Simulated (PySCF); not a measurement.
Sn²⁷⁺: ionisation energy

Sn²⁷⁺ [Ar] 3d5 (6S) → Sn²⁸⁺ [Ar] 3d4 (5D), as a difference of total energies. Calculation: PySCF 2.14, in an even-tempered Gaussian basis (19 s from 3.4 bohr⁻², ratio 2.5; 12 p from 4.4 bohr⁻², ratio 2.5; 8 d from 4.4 bohr⁻², ratio 2.5; 4 f from 18 bohr⁻², ratio 2.7; 3 g from 27 bohr⁻², ratio 2.7); the spin-free X2C one-electron Hamiltonian (Gaussian nucleus). Correlated levels: outer shells: [Ne] frozen; virtual orbitals above 40 to 60 times the deepest correlated orbital energy dropped. The calculations carry no spin-orbit coupling.

```tsv
method	ionisation energy (eV)
UHF	1519.3
LDA	1517.9
PBE	1517.4
PBE0	1518.3
r2SCAN	1518.7
B2PLYP	1518.8
B3LYP	1518.1
MP2 (outer shells)	1519.8
SCS-MP2 (outer shells)	1519.3
```

A first-order spin-orbit estimate (lowest level to lowest level, LS coupling) adds -6.269 eV.

Breit and QED terms and the two-electron picture change are absent.

For comparison: 1508 ± 4 eV (theoretical estimate listed by NIST; NIST Atomic Spectra Database, ionization energies).
